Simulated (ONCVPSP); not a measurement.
Potentials for Ge compared

Generated with ld1.x 7.5 (TM, RRKJ, ultrasoft, PAW), atompaw 4.2 or ONCVPSP 4.0.1. The cutoff is in Ry: for ld1.x and atompaw files where the sum of valence levels is converged to 10 mRy in a Bessel basis, for ONCV files where the hardest occupied wave has 1 mHa per electron of residual kinetic energy. The error is the largest all-electron minus pseudo excitation energy over each file’s own four to seven test configurations (ionisations up to +4, promotions, holes and added fractions of an electron), all of which were solved. The labels leave out finer settings (local radius, basis sizes, second energies), which also bear on the numbers. Spin-polarised tests are not counted. The rows are a selection from randomly drawn settings: files with unsolved tests, undetermined cutoffs or missed reference levels are left out.

A true bound ghost makes a file unfit for plane-wave use even where its test errors are small: the radial tests pick states by their node count and pass the ghost by.

```csv
potential,cutoff (Ry),largest error (meV),bound ghosts
"ONCV, PBEsol, scalar-relativistic, rc 1.05/1.00/1.20/1.25 (spdf), local smoothed, core correction yes, reference 3s2 3p6 3d10 4s2 4p2, qcut 11.5/17/13.6/8.4, projectors 2/2/2/2",148,-188,none
"ONCV, PBEsol, non-relativistic, rc 1.15/1.10/0.80 (spd), local smoothed, core correction no, reference 3s2 3p6 3d10 4s2 4p1, qcut 13.4/10.6/17.4, projectors 2/3/2",269,+0.8,none
"ONCV, PBE, fully relativistic, rc 1.50/1.25/0.60 (spd), local smoothed, core correction no, reference 3d10 4s2 4p1, qcut 5.3/6.6/18.6, projectors 2/1/2",1354,+178,"s, p3/2, p1/2"
```

Question: Fill in the row for Ge: ONCV, PBE, scalar-relativistic, rc 1.50/1.80/1.50 (spd), local smoothed, core correction no, reference 4s2 4p1.5, qcut 4.9/4.3/5.6, projectors 2/2/1.

Answer: cutoff 55 Ry, largest error +56 meV, bound ghosts: none.

Question: Fill in the row for Ge: ONCV, Wu-Cohen, fully relativistic, rc 1.55/2.05 (sp), local smoothed, core correction yes, reference 4s2 4p2, qcut 4.7/3.6, projectors 2/2.

Answer: cutoff 56 Ry, largest error -313 meV, bound ghosts: s.

Question: Fill in the row for Ge: ONCV, PBE, fully relativistic, rc 1.60/1.80/1.60 (spd), local smoothed, core correction yes, reference 4s2 4p1, qcut 4.2/4.4/6.7, projectors 2/1/2.

Answer: cutoff 18 Ry, largest error -117 meV, bound ghosts: d5/2, d3/2.
